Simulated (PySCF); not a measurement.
Some computed properties have been withheld. Give your best values.

Species: C6H10O3.
Numbering: `[CH2:1]=[C:2]([CH3:3])[CH2:4][O:5][C:6](=[O:7])[O:8][CH3:9]` (hydrogens: H10, H11 on C1; H12, H13, H14 on C3; H15, H16 on C4; H17, H18, H19 on C9)

Conformer (atom-mapped SMILES and torsion angles): `[CH2:1]=[C:2]([CH3:3])[CH2:4][O:5][C:6](=[O:7])[O:8][CH3:9]`: C1–C2–C4–O5 130°, C2–C4–O5–C6 172°, C4–O5–C6–O7 1°, O5–C6–O8–C9 -179°.

```json
{"property": "point group", "level": "PBE0-D3(BJ)/def2-SVP", "value": "C1"}
{"property": "rotational constants A, B, C", "level": "PBE0-D3(BJ)/def2-SVP", "value": "4.468, 0.742, 0.684 GHz"}
{"property": "dipole moment", "level": "B3LYP/def2-SVPD", "value": "?"}
{"property": "HOMO energy", "level": "B3LYP/def2-SVPD", "value": "-7.31 eV"}
{"property": "LUMO energy", "level": "B3LYP/def2-SVPD", "value": "-0.27 eV"}
{"property": "lowest singlet excitation", "level": "TDDFT B3LYP/def2-SVPD", "value": "?"}
{"property": "strongest line among the 10 lowest singlet transitions", "level": "TDDFT B3LYP/def2-SVPD", "value": "S3 at 7.07 eV (175 nm, f = 0.313)"}
{"property": "lowest triplet excitation (Tamm–Dancoff)", "level": "TDA B3LYP/def2-SVPD", "value": "?"}
{"property": "static isotropic polarisability", "level": "B3LYP/def2-SVPD", "value": "87.3 au"}
{"property": "vertical ionisation energy", "level": "ΔSCF B3LYP/def2-SVPD", "value": "?"}
{"property": "electronic spatial extent ⟨r²⟩ about the centre of nuclear charge", "level": "B3LYP/def2-SVPD", "value": "?"}
{"property": "13C chemical shifts (computed TMS as zero) by class", "level": "GIAO PBE0/pcSseg-1", "value": "161.0 (C6), 150.1 (C2), 121.8 (C1), 73.3 (C4), 54.3 (C9), 21.9 (C3) ppm"}
{"property": "1H chemical shifts (computed TMS as zero) by class", "level": "GIAO PBE0/pcSseg-1", "value": "?"}
{"property": "isotropic shieldings of nuclei other than C and H, by class", "level": "GIAO PBE0/pcSseg-1", "value": "24 (O7), 170 (O5), 193 (O8) ppm"}
```

The electronic properties come from PySCF, for the isolated species, density fitting. The structure is a single PBE0-D3(BJ)/def2-SVP conformer in the gas phase; no vibrational or solvent corrections. NMR classes are plain means over equivalent atoms (diastereotopic ones count apart unless rotation or inversion swaps them), as if these changed places fast; in this geometry the members of some classes differ.

**Question.** The vertical ionisation energy?

**Answer.** 9.49 eV.

**Question.** What is the dipole moment?

**Answer.** 0.80 D.

**Question.** Give the lowest singlet excitation.

**Answer.** 6.71 eV (185 nm, f = 0.053).

**Question.** The lowest triplet excitation (Tamm–Dancoff)?

**Answer.** 4.34 eV.

**Question.** The 1H chemical shifts (computed TMS as zero) by class?

**Answer.** 5.29 (H10), 5.24 (H11), 4.26 (H15/H16), 3.65 (H17/H18/H19), 1.91 (H12/H13/H14) ppm.

**Question.** The electronic spatial extent ⟨r²⟩ about the centre of nuclear charge?

**Answer.** 1699 bohr².

No computed singlet falls in the visible range (750 to 380 nm, 1.65 to 3.26 eV); S1 lies 3.45 eV above its blue end. The polarisability is 12.94 Å³ as a volume (1 au = 0.148185 Å³), or 1.25 au for each of the 70 electrons. In atomic units the dipole is 0.31 e·bohr (1 au = 2.5417 D). The ΔSCF ionisation energy exceeds −ε(HOMO) by 2.18 eV with B3LYP. The vertical singlet–triplet gap S1 − T1 is 2.37 eV (TDDFT singlet less Tamm–Dancoff triplet; S1: HOMO→LUMO+1, weight 0.67; T1: HOMO→LUMO, weight 0.92). The 10 singlets span 6.71 to 7.86 eV, and their oscillator strengths add up to 0.52.

For the NMR shielding job (PBE0/pcSseg-1), the run took 43 s wall on an Arm Neoverse V1 with one thread, no GPU, on a shared host.
